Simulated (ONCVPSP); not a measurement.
## How hard is this lithium ONCV potential?

Li (Z = 3), optimised norm-conserving Vanderbilt (ONCV), made with ONCVPSP 4.0.1 (PBE, fully relativistic). Core none, reference 1s2 2s1. Waves: 1s+2s: rc 1.32 bohr, ncon 3, nbas 6, qcut 10.5 1/bohr, 2 projectors; p scattering state at 0.35 Ha: rc 1.10 bohr, ncon 4, nbas 8, qcut 7.4 1/bohr, 1 projector; d scattering state at 0.14 Ha: rc 1.30 bohr, ncon 3, nbas 6, qcut 7.4 1/bohr, 3 projectors, debl 2.8 Ha. Local part: polynomial inside 0.70 bohr (lpopt 3, dvloc0 0 Ha). Core correction: none.

Open shells are filled in proportion to 2j + 1.

Task: For each optimised wave give the share of its norm inside rc, the residual kinetic energy above qcut (Ha) and the cutoffs (Ha) for errors of 10, 1, 0.1 and 0.01 mHa per electron.

Result:

```json
{"wave": "1s", "norm inside rc": "0.959", "residual KE": "1.6e-07", "10 mHa": "26.2", "1 mHa": "34.0", "0.1 mHa": "41.0", "0.01 mHa": "46.5"}
{"wave": "2s", "norm inside rc": "0.023", "residual KE": "5.1e-08", "10 mHa": "14.0", "1 mHa": "24.6", "0.1 mHa": "32.6", "0.01 mHa": "38.7"}
{"wave": "p projector 1 j=3/2", "norm inside rc": "0.115", "residual KE": "4.3e-05", "10 mHa": "6.8", "1 mHa": "16.1", "0.1 mHa": "24.7", "0.01 mHa": "57.7"}
{"wave": "p projector 1 j=1/2", "norm inside rc": "0.115", "residual KE": "4.3e-05", "10 mHa": "6.9", "1 mHa": "16.1", "0.1 mHa": "24.7", "0.01 mHa": "58.2"}
{"wave": "d projector 1 j=5/2", "norm inside rc": "0.001", "residual KE": "1.2e-07", "10 mHa": "0.6", "1 mHa": "1.1", "0.1 mHa": "2.6", "0.01 mHa": "6.8"}
{"wave": "d projector 2 j=5/2", "norm inside rc": "0.119", "residual KE": "8.9e-06", "10 mHa": "7.1", "1 mHa": "12.8", "0.1 mHa": "20.6", "0.01 mHa": "27.1"}
{"wave": "d projector 3 j=5/2", "norm inside rc": "0.123", "residual KE": "9.5e-05", "10 mHa": "11.5", "1 mHa": "20.1", "0.1 mHa": "27.2", "0.01 mHa": "31.8"}
{"wave": "d projector 1 j=3/2", "norm inside rc": "0.001", "residual KE": "1.2e-07", "10 mHa": "0.6", "1 mHa": "1.1", "0.1 mHa": "2.6", "0.01 mHa": "6.8"}
{"wave": "d projector 2 j=3/2", "norm inside rc": "0.119", "residual KE": "8.9e-06", "10 mHa": "7.1", "1 mHa": "12.8", "0.1 mHa": "20.6", "0.01 mHa": "27.1"}
{"wave": "d projector 3 j=3/2", "norm inside rc": "0.123", "residual KE": "9.6e-05", "10 mHa": "11.5", "1 mHa": "20.1", "0.1 mHa": "27.2", "0.01 mHa": "31.9"}
```

The occupied waves need 34 Ha and 41 Ha for 1 and 0.1 mHa. Rows with under 1 % of the norm inside rc give no meaningful cutoff. Its largest configuration-test error is +1214 meV.
